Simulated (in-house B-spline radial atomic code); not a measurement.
Sr. Computed with a B-spline radial atomic code. Model: non-relativistic spherical atom: semilocal Troullier-Martins pseudo-atom, one channel per l, against all electrons, high spin, G0W0 and RPA with empty states to l = 8, local potential for every l without a channel, a model core (radius 0 = none) keeps its share of the functional.

Without relativity these are model numbers for so heavy an element.

What the tables leave out is listed at the end.

The pseudopotential gives back the lowest level of each angular momentum of its own functional in the configuration it was made in; a second state of the same l is only approximately right. Exact exchange, RPA and GW see the smooth pseudo-orbitals and miss the exchange with the core, for which the functional's share stands in. The column with an uncorrelated core keeps all orbitals and exact exchange, and so separates missing core correlation from pseudisation. Only the three outermost levels and the lowest empty one were computed. RPA here is direct RPA, with no exchange kernel, and its energies carry an (l + 1/2)⁻⁴ tail. A hybrid on a potential with a model core restores only its own semilocal share of the core's exchange.

Command:
```bash
python run_psgw.py task.json out
```
Settings (lengths in bohr, energies in hartree):
```
Z                      38
electrons              38
configuration          [Kr] 5s2
generated_in           [Kr] 5s2
functional             pbe,pbe
core_shells            7
radius_factor          1.3
core_correction        False
ion_configuration      [Kr] 5s1
```

Run time, properties included: 71 s on 1 thread of Arm Neoverse N1 (shared host).

Given: made with PBE; model core radius 0 bohr; local radius 1.98 bohr; mean-field start PBE.

Valence shells of the generating configuration: 4p, 5s.

Channel: s 3.4, p 1.73, d 2.654 (radii in bohr).

Computed: largest level miss in the spin-unpolarised generating configuration 0 eV; valence RPA correlation energy all-electron orbitals -0.36452 hartree; all-electron RPA polarisability, core included 140.82 bohr³; pseudo-atom RPA polarisability 141.04 bohr³; ionisation by mean-field pseudo minus all -0.017 eV; ionisation by RPA all-electron 6.0537 eV; ionisation by RPA pseudo minus all 0.179 eV.

```tsv
level	occupied	mean-field all-electron (eV)	mean-field pseudo minus all (eV)	G0W0 all-electron (eV)	G0W0 uncorrelated core minus all (eV)	G0W0 pseudo minus all (eV)	exchange self-energy all-electron (eV)	exchange self-energy pseudo (eV)
5s	1	-3.4788	0	-5.6626	0.025	-0.194	-6.7766	-6.5538
```

Problem. What is the valence RPA correlation energy pseudo?

Solution. -0.46762 hartree.

Problem. What is the ionisation by mean-field all-electron?

Solution. 5.6181 eV.

Given: mean-field start PBE0.

Computed: valence RPA correlation energy all-electron orbitals -0.33165 hartree; all-electron RPA polarisability, core included 121.82 bohr³; pseudo-atom RPA polarisability 114.36 bohr³; ionisation by mean-field all-electron 5.5366 eV; ionisation by mean-field pseudo minus all 0.087 eV; ionisation by RPA pseudo minus all 0.192 eV.

| level | occupied | mean-field all-electron (eV) | mean-field pseudo minus all (eV) | G0W0 all-electron (eV) | G0W0 uncorrelated core minus all (eV) | G0W0 pseudo minus all (eV) | exchange self-energy all-electron (eV) | exchange self-energy pseudo (eV) |
| --- | --- | --- | --- | --- | --- | --- | --- | --- |
| 5s | 1 | -3.9936 | -0.07 | -5.7599 | 0.029 | -0.222 | -6.6724 | -6.7297 |
| 5p (empty) | 0 | -0.9469 | 0.083 | -0.20841 | 0.015 | 0.1 | -1.3862 | -1.0544 |

Problem. What is the ionisation by RPA all-electron?

Solution. 5.8598 eV.

Problem. What is the valence RPA correlation energy pseudo?

Solution. -0.43189 hartree.

Given: mean-field start Hartree-Fock.

Computed: valence RPA correlation energy all-electron orbitals -0.26538 hartree; valence RPA correlation energy pseudo -0.35841 hartree; all-electron RPA polarisability, core included 101.19 bohr³; pseudo-atom RPA polarisability 76.119 bohr³; ionisation by mean-field pseudo minus all 0.423 eV; ionisation by RPA pseudo minus all 0.228 eV.

| level | occupied | mean-field all-electron (eV) | mean-field pseudo minus all (eV) | G0W0 all-electron (eV) | G0W0 uncorrelated core minus all (eV) | G0W0 pseudo minus all (eV) | exchange self-energy all-electron (eV) | exchange self-energy pseudo (eV) |
| --- | --- | --- | --- | --- | --- | --- | --- | --- |
| 5s | 1 | -4.8561 | -0.476 | -5.7206 | 0.028 | -0.18 | -6.2552 | -7.1954 |
| 4p | 1 | -29.883 | 2.828 | -29.714 | -0.149 | 2.279 | -27.001 | -19.053 |

Problem. What is the ionisation by RPA all-electron?

Solution. 5.5096 eV.

Problem. What is the ionisation by mean-field all-electron?

Solution. 4.6728 eV.

Among the listed levels the largest G0W0 shift of the pseudo-atom is +2.28 eV, for 4p on the Hartree-Fock start, while leaving the core uncorrelated moves that level by -0.15 eV. So pseudisation and the lost core exchange, not the missing core correlation, make the error. Not in the tables (levels of low weight, unsolved or above zero; the highest and the empty levels are kept at any weight): on PBE the G0W0 levels 4p (pseudo minus all +1.69 eV, weights 0.12 and 0.08), 4d (pseudo minus all +0.01 eV, weights 0.46 and 0.49); on PBE0 the G0W0 levels 4p (pseudo minus all +1.27 eV, weights 0.62 and 0.56).
